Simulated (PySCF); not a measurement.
B3LYP has the VWN-RPA correlation part, as in Gaussian. Delta-SCF ions had no search for a lower state. Excitations are Tamm–Dancoff values on a coarser integration grid. The basis has no diffuse functions, so Rydberg states are missing or too high.

Z-matrix (Å, degrees):
```
C
H 1 1.0898
O 1 1.4092 2 114.10
H 3 0.9658 1 108.21 2 71.00
C 1 1.5465 2 113.79 3 138.79
H 5 1.0841 1 117.29 2 -4.84
H 5 1.0857 6 113.27 1 136.55
Si 1 1.8595 2 117.56 3 -147.57
H 8 1.4709 1 119.05 2 151.88
H 8 1.4736 9 115.35 5 -151.42
```
Charge 0, multiplicity 1.

### Question
Estimate the total energy, LUMO, S1–T1 gap (TDA), S1 oscillator strength, S1 excitation (TDA), vertical ionisation energy (Delta-SCF), T1 excitation (TDA) and dipole moment that B3LYP-D3(BJ)/def2-TZVP in PySCF returns for this input.

### Answer

```json
{
  "total_energy": "-444.5859 Ha",
  "LUMO": "-0.05 eV",
  "S1–T1 gap (TDA)": "1.31 eV",
  "S1 oscillator strength": "0.149",
  "S1 excitation (TDA)": "6.12 eV",
  "vertical ionisation energy (Delta-SCF)": "9.00 eV",
  "T1 excitation (TDA)": "4.81 eV",
  "dipole_moment": "1.51 D"
}
```
